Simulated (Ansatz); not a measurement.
SnEt2Ph2 (C16H20Sn) was relaxed with PBE-D4 (def2-SVP) in Ansatz in these states: charge +1 doublet, neutral singlet. The geometries follow in no particular order.

In the def2 sets Sn takes a core potential; there is no spin–orbit coupling.

A:

```xyz
37

Sn    0.041    0.410   -0.503
C     1.896    1.360   -1.170
C     2.378    0.819   -2.519
H     2.649    1.197   -0.371
H     1.712    2.454   -1.216
H     3.328    1.296   -2.842
H     2.557   -0.276   -2.482
H     1.638    0.999   -3.327
C    -1.607    1.048   -1.794
C    -1.922    2.538   -1.641
H    -2.485    0.417   -1.541
H    -1.328    0.800   -2.840
H    -2.769    2.853   -2.289
H    -2.196    2.796   -0.597
H    -1.055    3.176   -1.915
C    -0.361    0.965    1.552
C     0.036    2.225    2.049
C    -0.238    2.595    3.376
C    -0.913    1.707    4.228
C    -1.313    0.449    3.748
C    -1.036    0.082    2.421
H     0.573    2.935    1.398
H     0.079    3.582    3.747
H    -1.127    1.995    5.269
H    -1.841   -0.252    4.413
H    -1.350   -0.913    2.063
C     0.244   -1.745   -0.584
C     0.932   -2.442    0.433
C     1.088   -3.836    0.371
C     0.555   -4.557   -0.709
C    -0.135   -3.878   -1.726
C    -0.289   -2.483   -1.662
H     1.352   -1.894    1.293
H     1.629   -4.364    1.173
H     0.675   -5.650   -0.758
H    -0.558   -4.439   -2.575
H    -0.838   -1.970   -2.469
```

B:

```xyz
37

Sn    0.453    0.205   -0.079
C     1.080   -2.091   -0.147
C     1.822   -2.396   -1.405
H     0.063   -2.517   -0.048
H     1.654   -2.127    0.799
H     2.074   -3.487   -1.405
H     1.222   -2.219   -2.319
H     2.791   -1.863   -1.484
C     2.429    1.078   -0.434
C     3.481    0.710    0.605
H     2.223    2.170   -0.455
H     2.712    0.771   -1.462
H     4.444    1.210    0.366
H     3.195    1.032    1.626
H     3.689   -0.380    0.633
C    -0.384    0.359    1.882
C     0.382   -0.016    3.012
C    -0.146    0.135    4.300
C    -1.443    0.652    4.472
C    -2.213    1.026    3.354
C    -1.692    0.871    2.063
H     1.400   -0.425    2.898
H     0.455   -0.152    5.177
H    -1.860    0.764    5.484
H    -3.223    1.440    3.493
H    -2.304    1.174    1.198
C    -0.952    0.312   -1.680
C    -2.285   -0.131   -1.491
C    -3.203   -0.069   -2.547
C    -2.797    0.423   -3.801
C    -1.472    0.854   -4.002
C    -0.550    0.791   -2.950
H    -2.614   -0.531   -0.518
H    -4.239   -0.409   -2.395
H    -3.518    0.465   -4.632
H    -1.159    1.238   -4.985
H     0.484    1.131   -3.124
```

Q: Judge from the bond lengths which geometry belongs to which state (an estimate).

A: A is the neutral singlet (Sn1–C2 2.188 Å, C2–C3 1.531 Å, Sn1–C27 2.166 Å); B is the charge +1 doublet (Sn1–C2 2.381 Å, C2–C3 1.493 Å, Sn1–C27 2.133 Å).
